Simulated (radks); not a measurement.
Question: Species: Ar II. Configuration: [Ne] 3s1.75 3p5 4f0.25 (fractional occupations, a model configuration). Method: Dirac Kohn-Sham, PBE, spin-unpolarised, spherical densities, point nucleus; open shells fill j = l - 1/2 first; computed with a radial shooting solver on a logarithmic mesh with Libxc functionals. Some entries of the table are withheld. Estimate them.

| orbital | occ. | eigenvalue (hartree) | <r> (bohr) | <1/r> (bohr^-1) |
|---|---|---|---|---|
| 1s1/2 | 2 | -115.3119 | (1) | 17.70 |
| 2s1/2 | 2 | -11.55233 | 0.4138 | 3.560 |
| 2p1/2 | 2 | -9.14261 | 0.3748 | 3.476 |
| 2p3/2 | 4 | -9.06040 | 0.3772 | 3.446 |
| 3s1/2 | 1.75 | -1.45408 | 1.357 | 1.023 |
| 3p1/2 | 2 | -0.91767 | 1.522 | 0.8952 |
| 3p3/2 | 3 | -0.91013 | 1.530 | 0.8898 |
| 4f5/2 | 0.25 | (2) | 12.21 | (3) |
| 4f7/2 | 0 | (4) | 12.21 | (5) |

Answer: 
(1) 1s1/2 <r> (bohr): 0.08573
(2) 4f5/2 eigenvalue (hartree): -0.06281
(3) 4f5/2 <1/r> (bohr^-1): 0.09080
(4) 4f7/2 eigenvalue (hartree): -0.06281
(5) 4f7/2 <1/r> (bohr^-1): 0.09080
